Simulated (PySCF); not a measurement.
SMILES CC(C)[CH2][GeH3], GFN2-xTB optimised geometry.

```
17

Ge    -1.57    -0.79     0.00
C      0.41    -0.79     0.00
C      1.11     0.02    -1.09
C      0.88     1.52    -0.89
C      0.64    -0.41    -2.47
H     -2.05    -1.47     1.24
H     -2.19     0.57     0.00
H     -2.16    -1.54    -1.15
H      0.72    -1.83    -0.07
H      0.74    -0.43     0.98
H      2.19    -0.17    -1.01
H     -0.18     1.75    -0.98
H      1.42     2.09    -1.65
H      1.23     1.83     0.09
H     -0.41    -0.16    -2.60
H      0.76    -1.48    -2.61
H      1.21     0.10    -3.25
```

Density from B3LYP/def2-SVP run with PySCF 2.14.0 at that geometry.

Minimum of the electron density along straight lines between bonded atoms, close to the bond critical point (lines longer than 1.1 times the sum of covalent radii, or with two minima, are not listed):

```json
[
 {"bond": "Ge1–C2", "length / Å": "1.976", "ρ at the minimum / e bohr⁻³": "…", "∇²ρ there / e bohr⁻⁵": "…", "position (fraction from the first atom)": "0.47"},
 {"bond": "C2–C3", "length / Å": "1.528", "ρ at the minimum / e bohr⁻³": "0.244", "∇²ρ there / e bohr⁻⁵": "-0.55", "position (fraction from the first atom)": "0.51"},
 {"bond": "C3–C4", "length / Å": "1.524", "ρ at the minimum / e bohr⁻³": "0.247", "∇²ρ there / e bohr⁻⁵": "-0.57", "position (fraction from the first atom)": "0.50"},
 {"bond": "C3–C5", "length / Å": "1.524", "ρ at the minimum / e bohr⁻³": "0.248", "∇²ρ there / e bohr⁻⁵": "-0.57", "position (fraction from the first atom)": "0.50"},
 {"bond": "Ge1–H6", "length / Å": "1.497", "ρ at the minimum / e bohr⁻³": "0.141", "∇²ρ there / e bohr⁻⁵": "0.10", "position (fraction from the first atom)": "0.59"},
 {"bond": "Ge1–H7", "length / Å": "1.496", "ρ at the minimum / e bohr⁻³": "0.141", "∇²ρ there / e bohr⁻⁵": "0.09", "position (fraction from the first atom)": "0.59"},
 {"bond": "Ge1–H8", "length / Å": "1.496", "ρ at the minimum / e bohr⁻³": "0.141", "∇²ρ there / e bohr⁻⁵": "0.09", "position (fraction from the first atom)": "0.59"},
 {"bond": "C2–H9", "length / Å": "1.094", "ρ at the minimum / e bohr⁻³": "0.272", "∇²ρ there / e bohr⁻⁵": "-0.96", "position (fraction from the first atom)": "0.62"},
 {"bond": "C2–H10", "length / Å": "1.093", "ρ at the minimum / e bohr⁻³": "0.273", "∇²ρ there / e bohr⁻⁵": "-0.97", "position (fraction from the first atom)": "0.62"},
 {"bond": "C3–H11", "length / Å": "1.099", "ρ at the minimum / e bohr⁻³": "0.275", "∇²ρ there / e bohr⁻⁵": "-0.98", "position (fraction from the first atom)": "0.62"},
 {"bond": "C4–H12", "length / Å": "1.089", "ρ at the minimum / e bohr⁻³": "0.277", "∇²ρ there / e bohr⁻⁵": "-1.01", "position (fraction from the first atom)": "0.62"},
 {"bond": "C4–H13", "length / Å": "1.088", "ρ at the minimum / e bohr⁻³": "0.277", "∇²ρ there / e bohr⁻⁵": "-1.01", "position (fraction from the first atom)": "0.62"},
 {"bond": "C4–H14", "length / Å": "1.088", "ρ at the minimum / e bohr⁻³": "0.277", "∇²ρ there / e bohr⁻⁵": "-1.01", "position (fraction from the first atom)": "0.62"},
 {"bond": "C5–H15", "length / Å": "1.090", "ρ at the minimum / e bohr⁻³": "0.276", "∇²ρ there / e bohr⁻⁵": "-1.00", "position (fraction from the first atom)": "0.62"},
 {"bond": "C5–H16", "length / Å": "1.088", "ρ at the minimum / e bohr⁻³": "0.277", "∇²ρ there / e bohr⁻⁵": "-1.01", "position (fraction from the first atom)": "0.62"},
 {"bond": "C5–H17", "length / Å": "1.088", "ρ at the minimum / e bohr⁻³": "0.277", "∇²ρ there / e bohr⁻⁵": "-1.01", "position (fraction from the first atom)": "0.62"}
]
```

Complete the blanks.


- Ge1–C2, ρ at the minimum / e bohr⁻³: 0.125
- Ge1–C2, ∇²ρ there / e bohr⁻⁵: 0.03
